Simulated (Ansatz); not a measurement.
# A ladder of methods for GaH2O (SMILES [O][GaH2])

GaH2O: 4 atoms, total charge 0, spin state doublet. SMILES: `[O][GaH2]`. The coordinates come from a PBE0-D4/def2-TZVP relaxation.

Quantity: the vertical energy of the quartet above the doublet, in eV. The values are calculated.

| level | kind | program | value (eV) | CPU time (all runs) |
| --- | --- | --- | --- | --- |
| U-revPBE/STO-3G | GGA | Ansatz | 2.40 | 8.7 s |
| UPBE/STO-3G | GGA | Ansatz | 2.42 | 8.6 s |
| U-r2SCAN/STO-3G | meta-GGA | Ansatz | 2.33 | 29 s |
| UB3LYP/STO-3G | global hybrid | Ansatz | 2.16 | 11 s |
| U-wB97X/STO-3G | range-separated hybrid | Ansatz | 1.87 | 82 s |
| UCAM-B3LYP/STO-3G | range-separated hybrid | Ansatz | 1.87 | 14 s |
| UMP2/STO-3G | perturbation theory | Ansatz | 0.76 | 5 s |
| UCCSD/STO-3G | coupled cluster or CI | Ansatz | 1.59 | 6.7 s |

All-electron rows without a relativistic Hamiltonian named are non-relativistic. The values span 0.76 to 2.42 eV. Spin contamination of the reference (⟨S²⟩ at least 0.1 too high) touches U-wB97X/STO-3G, UCAM-B3LYP/STO-3G, UMP2/STO-3G, UCCSD/STO-3G. All rows use very small basis sets, so none should be taken for the real molecule's value. In the correlated wave-function rows the outer d shell of Ga is correlated, in sets not made for it. Times are those of the runs behind each value, whatever else they computed, on shared processors of several kinds: orders of magnitude only.
